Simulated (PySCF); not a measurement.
## Radial density of In²⁺ (indium, charge +2)

wB97M-V, [Kr] 4d10 5s1, 2S determinant. Computed with PySCF 2.14 in x2c-TZVPPall with one added diffuse shell each of s, p, d, f type (9s7p5d3f, 76 functions), with scalar relativity by spin-free X2C-1e.

```
r (bohr)  4πr²ρ (e/bohr)  4πr²(ρα − ρβ)
  0.0272           60.09         0.0025
  0.0458           54.83         0.0007
  0.0770           76.68         0.0197
   0.129           66.93        -0.0005
   0.218           59.65         0.0279
   0.366           49.59         0.0053
   0.616           19.03         0.1001
    1.04           18.15        -0.0184
    1.74           3.942         0.4945
    2.93          0.4968         0.3269
    4.93         0.01095         0.0106
    8.30       7.580e-05         0.0001
```

Densities and radii are taken from the X2C orbitals without a picture-change correction, which distorts them close to the nucleus.

(1) Where is the radial spin density 4πr²(ρα − ρβ) most negative, and why is it negative at all?

Results:

(1) Around r = 1.04 bohr, down to -0.0184 e/bohr: exchange with the open shell polarises the paired shells in an unrestricted calculation.
